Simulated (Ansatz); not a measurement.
Ansatz (a quantum-chemistry and plane-wave program) input:

Ansatz 0.2 input:
```yaml
crystal:
  periodic: [false, false, false]
  atoms:
    - {symbol: Mo, position_ang: [-0.02548313, -0.02370668, -0.00596927]}
    - {symbol: O, position_ang: [-1.21716985, -1.13701551, -0.06322579]}
    - {symbol: O, position_ang: [-0.30288222, 1.40476259, -0.74472341]}
    - {symbol: F, position_ang: [1.46541069, -0.34464394, 0.80252397]}
basis:
  gaussian:
    orbitals: def2-TZVP
hamiltonian:
  xc: b3lyp
  dispersion: d3bj
magnetization: {spin_polarized: true, initial_magnetization: 1}
relax: {f_tol: 0.002, max_steps: 150}
```

Problem. What final total energy does it print?

Solution. -318.74489 Eh (B3LYP-D3(BJ)/def2-TZVP). The basis has 133 functions.

The spin state was set by rule; other spins were not relaxed.
